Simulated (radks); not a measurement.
Results of a calculation; reference values are marked as such.
Question: All-electron atom: Cd XLII in [He] 2s2 2p2 4d1 (not the ground configuration). Level of theory: scalar-relativistic Kohn-Sham, LDA (Slater exchange, Perdew-Wang correlation), spin-polarised, spherical densities, finite nucleus; open shells are filled with parallel spins first (spin-orbit coupling, left out, can overturn this in heavy ions); Fermi nuclear charge, rms radius 4.6087 fm (a radial shooting solver on a logarithmic mesh with Libxc functionals). Some entries of the table are withheld. Estimate them.

orbital,occ.,eigenvalue (eV),<r> (bohr)
1s up,1,-29965.83,0.03034
1s down,1,-29938.83,0.03031
2s up,1,-6895.672,(1)
2s down,1,-6851.806,(2)
2p up,2,-6591.389,0.1081
2p down,0,-6539.184,0.1084
4d up,1,-1512.674,0.4885
4d down,0,-1490.806,0.4913

Answer: 
(1) 2s up <r> (bohr): 0.1255
(2) 2s down <r> (bohr): 0.1258
